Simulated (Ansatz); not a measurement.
`[OH][Nb]([OH])([F])([F])[F]`. Charge 0, multiplicity 1. Correlated methods include outer-core shells of Nb, which these sets cover unevenly. Nb: def2 effective core potential.

Z-matrix (Å, degrees):
```
Nb
O 1 1.867
F 1 1.860 2 116.6
F 1 1.859 2 116.3 3 -175.2
O 1 1.872 2 95.5 3 92.2
F 1 1.872 2 92.8 3 -87.4
H 2 0.961 1 124.8 3 -92.2
H 5 0.955 1 161.9 2 -172.7
```

Problem. Give the diagnostics of a CCSD(T)/def2-TZVPP run (frozen core, Ansatz 0.2.0). (Best estimate.)

Solution. Computed: T1 = 0.0203, largest single amplitude 0.059, largest double 0.032, (T) share of the correlation energy 4.0 %, 12 CCSD cycles. The RHF solution is stable towards an unrestricted one. T1 lies over the customary mark of 0.02 for closed shells; compounds of d metals often pass it without a breakdown.
